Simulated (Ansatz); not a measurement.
Reaction: C2H5N (N-methylmethanimine, SMILES C=NC) → C2H4N (SMILES [CH]=NC, doublet) + H (doublet) (the C-H bond breaks)
Each species at its own B3LYP-D3(BJ)/def2-TZVP minimum (Ansatz, a program for electronic structure).

Total energies in hartree (Ansatz). Radicals and triplets start from unrestricted determinants; spin-orbit coupling is neglected. Correlated methods leave the cores frozen. No relativity. For partners of very few electrons the exact lower level stands in for a higher one. The UHF reference of C2H4N ([CH]=NC, doublet) is spin-contaminated (<S^2> up to 0.07 over the pure value in the sets run).

| species | HF/cc-pVTZ | CCSD(T)/cc-pVTZ | HF/cc-pVQZ | CCSD(T)/cc-pVQZ | CCSD(T)/cc-pVDZ | CCSDT(Q)/cc-pVDZ |
|---|---|---|---|---|---|---|
| 1: C2H5N (SMILES C=NC) | -133.11122 | -133.70668 | -133.12062 | -133.74681 | -133.56739 | -133.56925 |
| 2: C2H4N (SMILES N(=[CH])C, doublet) | -132.47873 | -133.04213 | -132.48824 | -133.08148 | -132.90798 | -132.91038 |
| 3: H (doublet) | -0.49981 | -0.49981 | -0.49995 | -0.49995 | -0.49928 | -0.49928 |

Work out the bond dissociation energy (electronic) in kcal/mol: take Hartree-Fock from cc-pVQZ, extrapolate the CCSD(T) correlation energy as X^-3 (X = 3, 4), and add CCSDT(Q) - CCSD(T) in cc-pVDZ. 1 hartree = 627.51 kcal/mol.


Species 1: correlation (64·(-0.62619) - 27·(-0.59546))/37 = -0.64861; step -0.00186; E1 = -133.12062 + (-0.64861) + (-0.00186) = -133.77109
Species 2: correlation (64·(-0.59324) - 27·(-0.56340))/37 = -0.61502; step -0.00240; E2 = -132.48824 + (-0.61502) + (-0.00240) = -133.10566
Species 3: correlation (64·(0.00000) - 27·(0.00000))/37 = 0.00000; step +0.00000; E3 = -0.49995 + (0.00000) + (+0.00000) = -0.49995
-1·E1 +1·E2 +1·E3 = 0.16548 hartree = 103.8 kcal/mol.
